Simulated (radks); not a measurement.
Results of a calculation; reference values are marked as such.
Problem. These are the eigenvalues of the occupied orbitals of an atom or ion with whole-number occupations (hartree). Level of theory: Dirac Kohn-Sham, exchange-only B88, spin-unpolarised, spherical densities, point nucleus (a radial shooting solver on a logarithmic mesh with Libxc functionals).

orbital  eigenvalue
1s1/2     -1970.060
2s1/2     -327.8542
2p1/2     -311.7982
2p3/2     -282.3784
3s1/2     -72.93985
3p1/2     -65.93991
3p3/2     -59.83093
3d3/2     -47.80452
3d5/2     -46.47049
4s1/2     -14.39140
4p1/2     -11.63141
4p3/2     -10.26465
4d3/2      -5.72214
4d5/2      -5.47469
5s1/2      -1.75796
5p1/2      -1.01756
5p3/2      -0.84581
6s1/2      -0.11599
4f5/2      -0.09528
4f7/2      -0.06310

Which element is it, and in what charge state? The configuration may be excited. Open shells, if any, are shared by 2j + 1.

Solution. Z = 66, dysprosium, charge 0: Dy in [Xe] 4f10 6s2. The list shows which subshells hold electrons but not how many an open one holds; the 1s level, -1970.1 hartree, gives Z - s = 62.8 by -(Z - s)^2/2, which with screening and relativity narrows Z to a few neighbours, and the depths of the outer levels then fix element, charge and occupations together.
